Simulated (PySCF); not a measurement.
# Polarisability and C₆ of Rh⁺ (rhodium, charge +1)

[Kr] 4d8, high-spin 3F determinant. Computed with PySCF 2.14 in aug-cc-pVTZ-PP with one added diffuse shell each of s, p, d, f, g type with ECP28MDF (7s7p6d4f3g, 113 functions), with scalar relativity through the core potential. Coupled (time-dependent) response in atomic units; α is the mean over directions.

| method | mean α (bohr³) | C₆ (like pair) | S(−4) |
| --- | --- | --- | --- |
| revPBE | 14.48 | 90.99 | 90.61 |
| BHandHLYP | 12.69 | 78.38 | 62.65 |

S(−4) is the Cauchy moment in α(ω) = α(0) + S(−4) ω² + …

Spin-orbit coupling is absent.

α(iu) at BHandHLYP:

| u (hartree) | α(iu) (bohr³) |
| --- | --- |
| 0 | 12.69 |
| 0.0500 | 12.54 |
| 0.100 | 12.11 |
| 0.200 | 10.83 |
| 0.300 | 9.463 |
| 0.500 | 7.292 |
| 0.750 | 5.500 |
| 1.00 | 4.304 |
| 1.50 | 2.836 |
| 2.00 | 1.999 |
| 3.00 | 1.130 |
| 5.00 | 0.4894 |

A single London oscillator, α(iu) = α/(1 + u²/ω²), gives C₆ = (3/4) ω α². Matching the computed C₆ needs ω = 4 × 78.38 / (3 × 12.69²) = 0.649 hartree.

For an ion, C₆ is the dispersion term alone; charge-induced terms of lower order in 1/R come first.

Energies and moments cover only the electrons outside the core potential.
